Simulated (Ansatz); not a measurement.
Ansatz (a program for electronic structure) input:

Ansatz 0.2 input:
```yaml
crystal:
  periodic: [false, false, false]
  atoms:
    - {symbol: C, position_ang: [-1.24993419, 0.95985696, -1.09705568]}
    - {symbol: C, position_ang: [-1.05309786, -0.11740826, -0.03273798]}
    - {symbol: C, position_ang: [-1.26856455, 0.43812896, 1.37330952]}
    - {symbol: C, position_ang: [-1.98298280, -1.29838176, -0.28916607]}
    - {symbol: O, position_ang: [0.28203956, -0.67222607, -0.13984356]}
    - {symbol: B, position_ang: [1.46111553, -0.01114846, 0.00866456]}
    - {symbol: O, position_ang: [2.63688434, -0.71225708, -0.13053874]}
    - {symbol: O, position_ang: [1.53484872, 1.33011612, 0.29248858]}
    - {symbol: H, position_ang: [-2.27942446, 1.32134812, -1.07734238]}
    - {symbol: H, position_ang: [-1.05105734, 0.54933933, -2.08834260]}
    - {symbol: H, position_ang: [-0.58368221, 1.80353190, -0.92631096]}
    - {symbol: H, position_ang: [-1.08277003, -0.33874878, 2.11672586]}
    - {symbol: H, position_ang: [-2.29876038, 0.77986132, 1.48658009]}
    - {symbol: H, position_ang: [-0.60249246, 1.27676612, 1.56790795]}
    - {symbol: H, position_ang: [-3.02586478, -0.98384370, -0.23060224]}
    - {symbol: H, position_ang: [-1.80055651, -1.71587302, -1.28005350]}
    - {symbol: H, position_ang: [-1.81361001, -2.08142594, 0.45082776]}
    - {symbol: H, position_ang: [2.48258384, -1.64110511, -0.32787018]}
    - {symbol: H, position_ang: [2.44735217, 1.62765287, 0.36220844]}
basis:
  gaussian:
    orbitals: def2-TZVPD
hamiltonian:
  xc: {name: wB97X-V}
total_charge: 1
magnetization: {spin_polarized: true, initial_magnetization: 1}
```

**Question.** What final total energy does it print?

**Answer.** -409.40300 Eh (wB97X-V/def2-TZVPD). The basis has 404 functions.

This state (charge 1, doublet) is run at the relaxed geometry of the species with charge 0 and multiplicity 1.
